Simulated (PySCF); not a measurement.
C8H10 (charge -1 and doublet state).
Geometry (GFN2-xTB, Å), atoms numbered from 1 in this order:
```xyz
18
C8H10 angstrom
C     -3.328   -0.461    0.424
C     -1.978   -0.441    0.307
C     -1.232   -0.534   -0.982
C     -0.874    0.890   -1.256
C      0.368    1.446   -0.965
C      1.492    0.746   -0.585
C      2.552    0.140   -0.463
C      3.665   -0.536    0.198
H     -3.833   -0.191    1.340
H     -3.962   -0.704   -0.415
H     -1.374   -0.181    1.168
H     -0.323   -1.136   -0.887
H     -1.868   -0.962   -1.770
H     -1.700    1.554   -1.486
H      0.470    2.530   -1.025
H      3.355   -1.038    1.126
H      4.108   -1.298   -0.457
H      4.454    0.181    0.452
```

The hyperfine couplings belong to this conformer and change with its torsions.

The species is `[CH2-][CH]C/C=C\C#CC` [radical] (charge -1).

Method used: PySCF, UKS B3LYP, pcH-1 on C H, non-relativistic, mean-field spin-orbit, GIAO. GFN2-xTB frequencies show an imaginary mode (23i cm⁻¹), so this geometry is no minimum at that level. Whether the extra electron is bound in the gas phase wasn't checked; a finite basis holds it in any case. The geometry wasn't refined by DFT: couplings that depend on bond lengths, twists or pyramidal angles can differ widely from those at the functional's own minimum, by a factor of two or more for some ions and for spin on atoms past the first row. No stability test was run, so a lower SCF solution isn't excluded.

Task: What is the g tensor, term by term?

Result: 
```tsv
Δg (ppm)	1	2	3
relativistic mass correction	-143	-143	-143
gauge correction	12	25	28
orbital Zeeman/spin–orbit	63	212	526
total	-69	93	411
```

So g = 2.00225, 2.00241, 2.00273 and g_iso = 2.00246; the tensor is rhombic: the two nearest values differ by 34 % of g3 − g1. Axes: g2 points within 13° of the C1–H10 bond and g3 points within 8° of the C3–C4 bond.

Task: What are the electron Larmor frequencies g μB B/h along the three axes at 340 mT?

Result: 9.5282, 9.5289, 9.5304 GHz for g1, g2 and g3, a range of 2.3 MHz.

Task: What effective moment and Curie constant follow for a powder?

Result: With the mean of g² = 4.0099 and S(S+1) = 0.75: μ_eff = √(⟨g²⟩S(S+1)) = 1.734 μB and χT = 0.12505·⟨g²⟩·S(S+1) = 0.376 cm³ K/mol (cgs; spin-Hamiltonian part alone).

Task: In a frozen sample, at which fields do the three g values resonate at 9.5, 34, 94 and 263 GHz (hyperfine left aside), and which band first spreads them over more than twice a line width of 0.5 mT?

Result: 
```
band    GHz  B(g3) mT  B(g2) mT  B(g1) mT  spread mT
   X    9.5    338.91    338.97    339.00       0.08
   Q   34.0   1212.96   1213.15   1213.25       0.29
   W   94.0   3353.47   3354.00   3354.27       0.80
   J  263.0   9382.57   9384.06   9384.82       2.25
```

The spread grows in proportion to the frequency. J band is the first where it exceeds 1.0 mT.

Largest spin populations (Mulliken): C4 (+0.38), C7 (+0.26), C1 (+0.18) and C5 (+0.16). Four atoms exceed +0.15.

The HOMO–LUMO gaps are 2.26 eV among the α and 4.61 eV among the β orbitals.

The SMILES draws the unpaired electron on C2; the largest computed Mulliken spin population is on C4 (0.38 against 0.06).
